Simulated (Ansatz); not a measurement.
Relaxation of C$_{2}$H$_{6}$F$_{2}$OSi (12 atoms, charge 0, multiplicity 1), to a largest force component of 0.015 eV/Å in at most 40 steps.

Method: RKS PBE0/6-31G in Ansatz 0.2.0.

```xyz
12
Properties=species:S:1:pos:R:3:forces:R:3
C -0.421 -1.203 1.296 -1.85 3.32 1.09
Si 0.585 -0.661 -0.159 0.84 -1.90 0.56
C 0.150 1.048 -0.758 0.85 0.13 0.14
O -1.053 1.346 -1.197 -2.99 -1.09 -0.38
F 1.001 1.391 -1.791 1.98 0.29 -1.28
F 0.429 1.964 0.241 0.93 1.03 1.62
H -0.190 -2.165 1.627 0.44 -1.75 0.57
H -1.491 -1.132 1.008 0.35 -0.35 0.23
H -0.326 -0.458 2.170 0.08 -1.15 -1.15
H 2.020 -0.774 0.284 0.04 0.50 -0.30
H 0.396 -1.675 -1.215 -0.09 -0.06 -0.60
H -1.021 2.264 -1.472 -0.58 1.03 -0.49
```

Question: Where does it end, and by what steps?

Answer: The forces met the threshold. Limits of this set-up: no polarisation functions. After 6 steps the energy has fallen by 0.660 eV; H12 moved furthest, 0.29 Å.

```json
{"step": "0", "energy less start (eV)": "0.0000", "largest force component (eV/Å)": "3.322", "accepted": "yes"}
{"step": "1", "energy less start (eV)": "-0.5745", "largest force component (eV/Å)": "0.852", "accepted": "yes"}
{"step": "2", "energy less start (eV)": "-0.6497", "largest force component (eV/Å)": "0.306", "accepted": "yes"}
{"step": "3", "energy less start (eV)": "-0.6567", "largest force component (eV/Å)": "0.173", "accepted": "yes"}
{"step": "4", "energy less start (eV)": "-0.6579", "largest force component (eV/Å)": "0.215", "accepted": "yes"}
{"step": "5", "energy less start (eV)": "-0.6594", "largest force component (eV/Å)": "0.030", "accepted": "yes"}
{"step": "6", "energy less start (eV)": "-0.6595", "largest force component (eV/Å)": "0.007", "accepted": "yes"}
```

```xyz
12
Properties=species:S:1:pos:R:3
C -0.501 -1.142 1.309
Si 0.638 -0.735 -0.153
C 0.266 1.073 -0.741
O -1.048 1.202 -1.120
F 1.115 1.458 -1.808
F 0.563 2.012 0.282
H -0.312 -2.155 1.677
H -1.548 -1.070 1.001
H -0.330 -0.438 2.128
H 2.090 -0.747 0.224
H 0.409 -1.621 -1.341
H -1.263 2.108 -1.425
```

Whether the end is a true minimum wasn't checked by a vibrational analysis.

The run took 33 s on 1 thread of Arm Neoverse V2, with other jobs on the host, peak memory 0.17 GiB.
